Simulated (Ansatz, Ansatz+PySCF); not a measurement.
| atom | x (Å) | y (Å) | z (Å) |
| --- | --- | --- | --- |
| H | 0.0000 | 0.0000 | 0.0000 |
| H | 0.0000 | 0.0000 | 1.0000 |
| H | 0.0000 | 0.0000 | 2.0000 |
| H | 0.0000 | 0.0000 | 3.0000 |
| H | 0.0000 | 0.0000 | 4.0000 |
| H | 0.0000 | 0.0000 | 5.0000 |
| H | 0.0000 | 0.0000 | 6.0000 |
| H | 0.0000 | 0.0000 | 7.0000 |
| H | 0.0000 | 0.0000 | 8.0000 |
| H | 0.0000 | 0.0000 | 9.0000 |

Basis set: cc-pVDZ (spherical functions). All electrons are correlated. Charge 0, multiplicity 1.

Computed with Ansatz (development build ahead of 0.2.0); each method stands on the lowest determinant of its kind that the runs found. Restricted open shells among the atoms or ions are ROHF, correlated in semicanonical orbitals with singles. Restricted functionals stand beside restricted open-shell atoms, which can lie above the unrestricted atoms usual in DFT and then raise those values.

The atomization energy at this shape (free ground-state atoms in the same class of orbitals less the molecule, no zero-point energy) of singlet H₁₀:

```json
{"method": "PBE (unrestricted)", "atomization energy": "425.00 kcal/mol"}
{"method": "PBE0 (restricted)", "atomization energy": "406.07 kcal/mol"}
{"method": "ωB97X (restricted)", "atomization energy": "395.85 kcal/mol"}
{"method": "RHF-CCSD(T)", "atomization energy": "387.17 kcal/mol"}
{"method": "UHF-CCSD(T)", "atomization energy": "385.49 kcal/mol"}
{"method": "RHF-MP2", "atomization energy": "353.29 kcal/mol"}
{"method": "UHF-MP2", "atomization energy": "340.88 kcal/mol"}
{"method": "UHF", "atomization energy": "245.69 kcal/mol"}
{"method": "RHF", "atomization energy": "240.49 kcal/mol"}
```

What does r²SCAN (restricted) give?

428.29 kcal/mol. Caution for RHF-CCSD(T), UHF-CCSD(T), RHF-MP2, UHF-MP2: bonds are stretched, where a single reference can fail. Caution for UHF-CCSD(T), UHF-MP2: another reference gives a lower total. Caution for UHF-CCSD(T), UHF-MP2, UHF: the determinant breaks the point group; the unrestricted determinant is spin contaminated.
